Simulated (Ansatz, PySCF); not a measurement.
A series of H-Si bond dissociation energy values:

A. Cl[SiH](Cl)Cl [trichlorosilane] -> Cl[Si](Cl)Cl + H atom
B. F[SiH](F)F -> F[Si](F)F + H atom
C. [SiH4] (SiH4) → [SiH3] (SiH3) + H atom
D. CN[SiH3] → CN[SiH2] + H atom

Quantity: bond dissociation energy (enthalpy at 298 K, with B3LYP-D3(BJ) rigid-rotor harmonic-oscillator terms from PySCF), kJ/mol. Structures are relaxed separately at B3LYP-D3(BJ)/def2-TZVP in Ansatz (a quantum-chemistry and plane-wave program), one conformer each, not searched for the lowest. Cores are frozen in the correlated levels unless marked. Open shells are spin-unrestricted. Spin-orbit coupling is left out. No relativistic terms. CBS marks a two-point X^-3 extrapolation of the correlation energy; Hartree-Fock from the larger set. [CCSD(T)-MP2]/basis is that difference in the basis named.

```json
[
 {"": "A", "r2SCAN0-D4/def2-TZVPD (Ansatz + dftd4)": "367.5", "B2GP-PLYP-D3(BJ)/def2-TZVPD (Ansatz + dftd3)": "375.6", "MP2/STO-3G (Ansatz)": "398.0", "RI-MP2/CBS(cc-pV(T+d)Z,cc-pV(Q+d)Z)+[CCSD(T)-MP2]/cc-pV(T+d)Z (Ansatz)": "[?]"},
 {"": "B", "r2SCAN0-D4/def2-TZVPD (Ansatz + dftd4)": "402.3", "B2GP-PLYP-D3(BJ)/def2-TZVPD (Ansatz + dftd3)": "410.4", "MP2/STO-3G (Ansatz)": "424.9", "RI-MP2/CBS(cc-pV(T+d)Z,cc-pV(Q+d)Z)+[CCSD(T)-MP2]/cc-pV(T+d)Z (Ansatz)": "[?]"},
 {"": "C", "r2SCAN0-D4/def2-TZVPD (Ansatz + dftd4)": "366.1", "B2GP-PLYP-D3(BJ)/def2-TZVPD (Ansatz + dftd3)": "375.7", "MP2/STO-3G (Ansatz)": "460.8", "RI-MP2/CBS(cc-pV(T+d)Z,cc-pV(Q+d)Z)+[CCSD(T)-MP2]/cc-pV(T+d)Z (Ansatz)": "[?]"},
 {"": "D", "r2SCAN0-D4/def2-TZVPD (Ansatz + dftd4)": "358.4", "B2GP-PLYP-D3(BJ)/def2-TZVPD (Ansatz + dftd3)": "367.2", "MP2/STO-3G (Ansatz)": "438.3", "RI-MP2/CBS(cc-pV(T+d)Z,cc-pV(Q+d)Z)+[CCSD(T)-MP2]/cc-pV(T+d)Z (Ansatz)": "[?]"}
]
```

Question: Complete the blanks.

Answer: 
- A, RI-MP2/CBS(cc-pV(T+d)Z,cc-pV(Q+d)Z)+[CCSD(T)-MP2]/cc-pV(T+d)Z (Ansatz): 392.9
- B, RI-MP2/CBS(cc-pV(T+d)Z,cc-pV(Q+d)Z)+[CCSD(T)-MP2]/cc-pV(T+d)Z (Ansatz): 426.8
- C, RI-MP2/CBS(cc-pV(T+d)Z,cc-pV(Q+d)Z)+[CCSD(T)-MP2]/cc-pV(T+d)Z (Ansatz): 386.9
- D, RI-MP2/CBS(cc-pV(T+d)Z,cc-pV(Q+d)Z)+[CCSD(T)-MP2]/cc-pV(T+d)Z (Ansatz): 380.6
